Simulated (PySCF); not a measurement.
A GIAO shielding run with PySCF 2.14.0 with density-fitted response routines (density fitting, non-relativistic, gas phase) on `C1C[C@H]2CCC[C@@H](C1)P2`, C8H15P:

```
{"job": {"kind": "nmr", "xc": "PBE0", "basis": "pcSseg-1"}, "charge": 0, "multiplicity": 1}
C     -2.013764     0.066352     0.382612
C     -1.126288     1.303622     0.530504
C     -0.029689     1.399824    -0.548663
C      1.382486     1.208352     0.015328
C      1.585554    -0.125870     0.725478
C      1.265504    -1.318217    -0.169799
C     -0.154623    -1.294696    -0.746112
C     -1.245080    -1.255733     0.342989
P     -0.396795     0.158447    -1.897977
H     -2.728701     0.038674     1.208920
H     -2.587425     0.160774    -0.546211
H     -1.770615     2.183964     0.476763
H     -0.664816     1.305948     1.520265
H     -0.064726     2.394843    -1.010714
H      1.591721     2.020170     0.719071
H      2.103447     1.292843    -0.803330
H      0.964815    -0.162878     1.621874
H      2.626095    -0.197962     1.052399
H      1.981054    -1.348528    -0.997093
H      1.394560    -2.239694     0.406832
H     -0.277717    -2.204763    -1.347337
H     -0.792631    -1.445321     1.318603
H     -1.967098    -2.056123     0.166362
H      0.912998     0.135737    -2.413206
```

Hardware: 1 thread of an x86-64 server CPU, shared host. The job also computes population analyses, field gradients, ring-centre shieldings.

(1) How large is the calculation?

(2) How long does it take?

Answers

(1) 78 electrons, 235 basis functions and 1235 auxiliary functions.

(2) 60 s of wall time, with 14 SCF cycles and 4 response iterations. Times on a shared host scatter by some tens of per cent.
